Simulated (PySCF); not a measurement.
Compound: C₈H₆O₂.
Geometry (GFN2-xTB, Å), atoms numbered from 1 in this order:
```
atom  x, y, z in Å
C1     3.2212    0.3196   -0.2252
C2     1.8494    0.0456    0.1341
C3     0.7199   -0.1938    0.4571
C4    -0.6663   -0.4615    0.8045
C5    -1.4481    0.8497    0.7375
O6    -1.4300    1.7412    1.5412
C7    -2.2402    0.7935   -0.5147
C8    -2.1556   -0.4102   -1.0858
C9    -1.2898   -1.3193   -0.2962
O10   -1.1167   -2.4928   -0.4804
H11    3.3901    1.3957   -0.2494
H12    3.8933   -0.1288    0.5053
H13    3.4368   -0.0970   -1.2086
H14   -0.7142   -0.9326    1.7896
H15   -2.8123    1.6388   -0.8569
H16   -2.6449   -0.7393   -1.9865
```

The closed-shell SCF was solved with PySCF and density fitting under several settings on one GFN2-xTB geometry (grid level 2 and gas phase unless stated).

```json
{"settings": "PBE0/pcSseg-1", "basis functions": "200", "SCF cycles": "15", "E (Eh)": "-458.2431", "HOMO (eV)": "-7.17", "LUMO (eV)": "-2.85", "dipole (D)": "2.19"}
{"settings": "PBE0/def2-SVPD", "basis functions": "254", "SCF cycles": "15", "E (Eh)": "-457.9820", "HOMO (eV)": "-7.22", "LUMO (eV)": "-2.92", "dipole (D)": "2.25"}
{"settings": "B97-D/pcSseg-1, grid level 4, fitting basis def2-qzvpp-jkfit", "basis functions": "200", "SCF cycles": "12", "E (Eh)": "-458.4415", "HOMO (eV)": "-5.74", "LUMO (eV)": "-3.68", "dipole (D)": "2.13"}
{"settings": "HF/IGLO-II, start guess sap", "basis functions": "256", "SCF cycles": "14", "E (Eh)": "-456.1934", "HOMO (eV)": "-10.26", "LUMO (eV)": "1.09", "dipole (D)": "2.31"}
{"settings": "revPBE/6-31G-J, start guess sap", "basis functions": "144", "SCF cycles": "23", "E (Eh)": "-458.6566", "HOMO (eV)": "-5.44", "LUMO (eV)": "-3.51", "dipole (D)": "2.12"}
{"settings": "mPW1PW91/def2-SVP, start guess vsap", "basis functions": "170", "SCF cycles": "12", "E (Eh)": "-458.3670", "HOMO (eV)": "-7.06", "LUMO (eV)": "-2.73", "dipole (D)": "2.09"}
```

Estimate the rows for these settings: (1) BHandHLYP/pcSseg-1, start guess atom; (2) X3LYP/pcSseg-1, energy threshold 1e-06 Eh.

| settings | basis functions | SCF cycles | E (Eh) | HOMO (eV) | LUMO (eV) | dipole (D) |
| --- | --- | --- | --- | --- | --- | --- |
| BHandHLYP/pcSseg-1, start guess atom | 200 | 12 | -458.5000 | -8.45 | -1.73 | 2.26 |
| X3LYP/pcSseg-1, energy threshold 1e-06 Eh | 200 | 9 | -458.5801 | -6.98 | -2.92 | 2.17 |

Over all rows, what range does the HOMO–LUMO gap span?

From 1.93 eV (revPBE/6-31G-J, start guess sap) to 11.35 eV (HF/IGLO-II, start guess sap). The functional of the narrowest has no exact exchange, that of the widest 100 % exact exchange.

And the dipole moment?

From 2.09 D (mPW1PW91/def2-SVP, start guess vsap) to 2.31 D (HF/IGLO-II, start guess sap); the largest is 1.11 times the smallest, and the median is 2.18 D.

Compare two rows with the functional PBE0: PBE0/pcSseg-1 and PBE0/def2-SVPD. Which energy is lower, and by how much?

PBE0/pcSseg-1 (200 functions) lies 0.2611 Eh or 164 kcal/mol below PBE0/def2-SVPD (254 functions). The smaller set gives the lower energy; the two sets aren't nested, so the variational bound doesn't order them by size.

B97-D ran without the empirical dispersion term, which would shift the total energy alone. Cycle counts include a coarse-grid stage where the run had one.

One conformer stands for the species.
